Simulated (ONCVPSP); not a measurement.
Potentials for Zn compared

Generated with ld1.x 7.5 (TM, RRKJ, ultrasoft, PAW), atompaw 4.2 or ONCVPSP 4.0.1. The cutoff is in Ry: for ld1.x and atompaw files where the sum of valence levels is converged to 10 mRy in a Bessel basis, for ONCV files where the hardest occupied wave has 1 mHa per electron of residual kinetic energy. The error is the largest all-electron minus pseudo excitation energy over each file’s own four to seven test configurations (ionisations up to +4, promotions, holes and added fractions of an electron), all of which were solved. The labels leave out finer settings (local radius, basis sizes, second energies), which also bear on the numbers. Spin-polarised tests are not counted. The rows are a selection from randomly drawn settings: files with unsolved tests, undetermined cutoffs or missed reference levels are left out.

A true bound ghost makes a file unfit for plane-wave use even where its test errors are small: the radial tests pick states by their node count and pass the ghost by.

| potential | cutoff (Ry) | largest error (meV) | bound ghosts |
| --- | --- | --- | --- |
| ONCV, PBE, scalar-relativistic, rc 2.20/2.15/1.30 (spd), local smoothed, core correction no, reference 3d10 4s2, qcut 2.6/3.4/13.3, projectors 1/2/1 | 131 | -694 | s |
| ONCV, PBEsol, fully relativistic, rc 1.15/0.95/0.90 (spd), local smoothed, core correction no, reference 3s2 3p6 3d10 4s2, qcut 7.9/14.8/20.4, projectors 2/1/2 | 274 | +38 | none |
| ONCV, PBE, fully relativistic, rc 1.00/0.70/1.05 (spd), local smoothed, core correction yes, reference 3s2 3p6 3d10, qcut 10.3/9.6/18.2, projectors 2/2/2 | 308 | +20 | none |
| ONCV, LDA (Perdew-Wang 92), scalar-relativistic, rc 1.30/0.70/1.30 (spd), local smoothed, core correction yes, reference 3s2 3p6 3d10 4s1.75, qcut 9.3/10.3/10, projectors 2/2/3 | 253 | -688 | none |
| ONCV, PBEsol, scalar-relativistic, rc 1.10/0.85/0.90 (spd), local smoothed, core correction no, reference 3s2 3p6 3d10 4s1, qcut 9.8/16.3/15.5, projectors 2/2/2 | 208 | +15 | none |

Problem. Fill in the row for Zn: ONCV, PBE, scalar-relativistic, rc 1.00/0.90/0.80 (spd), local smoothed, core correction no, reference 3s2 3p6 3d10 4s1, qcut 10.6/14.1/23.7, projectors 2/2/1.

Solution. cutoff 364 Ry, largest error -6.5 meV, bound ghosts: none.
